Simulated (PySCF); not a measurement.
C₂H₁₂OSi₃, SMILES [Si@H](OC)([SiH3])C[SiH3]. Atoms are numbered in the order given.

```xyz
18

C     -1.8169    -2.3892     0.9022
O     -1.7042    -1.0058     0.6625
Si    -0.5060    -0.3068    -0.2774
Si    -1.0330     1.9785    -0.3501
C      1.2055    -0.6093     0.4567
Si     2.6244     0.3318    -0.3588
H     -2.7459    -2.5782     1.4627
H     -0.9719    -2.7757     1.5032
H     -1.8603    -2.9706    -0.0389
H     -0.5314    -0.9109    -1.6495
H     -2.4590     2.1797    -0.7409
H     -0.8033     2.6015     0.9881
H     -0.1629     2.6731    -1.3463
H      1.4296    -1.6899     0.4080
H      1.1775    -0.3321     1.5254
H      2.6437     0.0782    -1.8297
H      2.4525     1.7976    -0.1389
H      3.9391    -0.0846     0.2117
```
Charge 0, spin multiplicity 1.

Coordinates come from a B3LYP-D3(BJ)/def2-SVP optimisation. The structure was generated by enumeration; whether it is a known compound was not checked. The values are those of a single conformer.

All values below come from PySCF with HF/pcSseg-1.

GIAO shieldings, no solvent; atoms listed in one row are averaged. δ = σ(ref) − σ: ¹³C against TMS (σ = 192.6 ppm); ¹⁷O against H2O (σ = 333.0 ppm); ²⁹Si against TMS (σ = 393.8 ppm); ¹H against TMS (σ = 31.99 ppm), references at their B3LYP-D3(BJ)/def2-TZVP geometries, non-relativistic.

Computed chemical shifts:
| nucleus | atoms | count | δ (ppm) |
|---|---|---|---|
| ¹³C | C1 | 1 | 51.2 |
| ¹³C | C5 | 1 | -7.4 |
| ¹⁷O | O2 | 1 | -15.3 |
| ²⁹Si | Si3 | 1 | -0.5 |
| ²⁹Si | Si6 | 1 | -64.3 |
| ²⁹Si | Si4 | 1 | -94.2 |
| ¹H | H10 | 1 | 4.79 |
| ¹H | H16, H17, H18 | 3 | 3.88 |
| ¹H | H7, H8, H9 | 3 | 3.69 |
| ¹H | H11, H12, H13 | 3 | 3.50 |
| ¹H | H14 | 1 | 0.49 |
| ¹H | H15 | 1 | 0.01 |
